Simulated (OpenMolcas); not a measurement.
## Levels of Ar3+ by method

| Property | Result |
| --- | --- |
| Program | OpenMolcas 26.06 |
| Basis | ANO-RCC [8s7p5d4f2g] |
| Scalar Hamiltonian | DKH2, point nucleus |
| Active space | 5 electrons in 8 orbitals (3s 3p 4s 4p) |
| State averaging | 2S+1 = 4 odd, 1 root; 2S+1 = 2 odd, 8 roots; 2S+1 = 4 even, 3 roots; 2S+1 = 2 even, 9 roots |
| Spin-orbit coupling | RASSI with atomic mean-field integrals over the reference wave functions, term energies averaged over their components |

Methods on the same reference wave functions:
A. CASSCF
B. SS-CASPT2, IPEA 0.25 Eh, imaginary shift 0.1 Eh (closed shells correlated: 2s 2p)

Energies in cm⁻¹ above 3s² 3p³ ⁴S°_3/2, the measured ground level; measured values from Saloman, J. Phys. Chem. Ref. Data 39, 033101 (2010).

| Level | A | B | Measured |
| --- | --- | --- | --- |
| 3s² 3p³ ⁴S°_3/2 | 0.0 | 0.0 | 0.0 |
| 3s² 3p³ ²D°_3/2 | 25696 | 21670 | 21091 |
| 3s² 3p³ ²D°_5/2 | 25864 | 21790 | 21220 |
| 3s² 3p³ ²P°_1/2 | 35741 | 35560 | 34855 |
| 3s² 3p³ ²P°_3/2 | 35910 | 35690 | 35032 |
| 3s 3p⁴ ⁴P_5/2 | 125865 | 121820 | 117563 |
| 3s 3p⁴ ⁴P_3/2 | 126755 | 122710 | 118516 |
| 3s 3p⁴ ⁴P_1/2 | 127264 | 123220 | 119043 |
| 3s 3p⁴ ²D_3/2 | 176048 | 155080 | 145921 |
| 3s 3p⁴ ²D_5/2 | 176152 | 155190 | 145999 |
| 3s 3p⁴ ²S_1/2 | 201057 | 188330 | 177832 |
| 3s 3p⁴ ²P_3/2 | 223395 | 200950 | 222956 |
| 3s 3p⁴ ²P_1/2 | 224573 | 202150 | 224019 |

Deviations, from unrounded energies. A percentage is the sum of absolute deviations over the sum of measured energies, with the sign that they share, or ± where signs differ.

```tsv
Against measurement	Levels	A	B
mean absolute deviation (cm-1)	12	10000	7300
other terms of the ground configuration (%)	4	+9.8	+2.2
other configurations (%)	8	+8.6	±6.7
```

B lies closest to measurement on these levels. The largest miss of B in the table is 3s 3p⁴ ²P_3/2, by -22000 cm-1. The ranking rests on the paired levels alone, and a cruder setting can come out closer through cancelling errors.

From A to B the spin-free energies of the other terms of 3s² 3p³ shown, above ⁴S°, scale by factors of 0.84 to 0.99.

The lowest spin-free term lies below A's lowest term by 0.282 hartree in B.

CASPT2 does not keep the components of a term degenerate, so their means are used; among the terms shown or strongly mixed into the levels shown the widest spread is 900 cm-1 (3s 3p⁴ ²D, B). Over all roots computed the reference weight is 0.86 to 0.96 in B; the roots of lowest weight are the least certain, and an intruder state may touch them. Active for correlation alone: 4p 4s; no level in the range computed is led by a configuration that fills them, so any true level of that kind is missing. Terms of s pⁿ other than that of highest spin mix with s² pⁿ⁻² d, which this space lacks; all of them can be thousands of cm-1 off, and some have no real level of that name. Measured partners are found by configuration, term and J. A level has none where our copy of the source lacks it or the pairing is in doubt (some pairs that miss far off the trend of their configuration count as doubtful), and it then counts in no deviation. Only configurations of the active space appear.

° marks odd parity.
